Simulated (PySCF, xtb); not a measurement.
H2S2Si, SMILES S[Si]S (connectivity only; charge and spin as stated), neutral, multiplicity 1.

The structure is a stationary point at PBE0-D3(BJ)/def2-TZVP. Other conformers were not sampled.

These are IEF-PCM-B3LYP/def2-SVP in PySCF 2.14.0 values and carry that method's errors.

The values are the electrostatic part of the solvation free energy, E(continuum) − E(gas) at the gas-phase geometry, in a cavity of scaled van der Waals radii (PySCF's table); cavitation and dispersion terms are not included. In vacuum the orbital gap is 4.64 eV. The dipole moment in vacuum is 1.23 D.

Computed values in water (ε = 78.36), toluene (ε = 2.37), tetrahydrofuran (ε = 7.43):
```tsv
solvent	ε	ΔG(elec) (kcal/mol)	dipole (D)	gap (eV)
water	78.36	-3.2	1.73	4.66
toluene	2.37	-1.4	1.44	4.65
tetrahydrofuran	7.43	-2.5	1.62	4.65
```

For comparison, GFN2-xTB/ALPB(water) (xtb, at the GFN2-xTB geometry, all terms of that model) gives 0.3 kcal/mol.
